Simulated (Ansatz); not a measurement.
Molecule: sum formula SiOCl3, charge 0, multiplicity 2. It need not be the lowest isomer of its formula. 
Structure (B3LYP-D3(BJ)/def2-TZVP (Ansatz, a first-principles code) minimum search):
```xyz
5

Si     0.2165    -0.0547     0.1416
Cl     0.5229     1.6018    -0.9990
Cl    -0.1825    -1.6878    -0.9945
Cl    -1.3064     0.2075     1.4565
O      1.6739    -0.1626     0.8933
```
Charge 0, spin multiplicity 2.

Computed values are from Ansatz. Correlated levels leave the core frozen unless marked. Open shells are spin-unrestricted. Spin-orbit coupling is left out. No relativistic terms. CBS(X,Y): correlation extrapolated as X^-3; Hartree-Fock from the larger set (for Q and 5 zeta extrapolated as (X+1)exp(-9√X)).

Question: What is the dipole moment at CCSD(T)/aug-cc-pV(D+d)Z?

Answer: 0.77 D.

Question: What is the atomisation energy De at CCSD(T)/CBS(cc-pV(Q+d)Z,cc-pV(5+d)Z)?

Answer: 389.1 kcal/mol.

Question: What is the T1 diagnostic at CCSD/cc-pV(5+d)Z?

Answer: 0.014.

Question: What is the total energy at CCSD(T)/CBS(cc-pV(Q+d)Z,cc-pV(5+d)Z)?

Answer: -1743.6853 Eh.
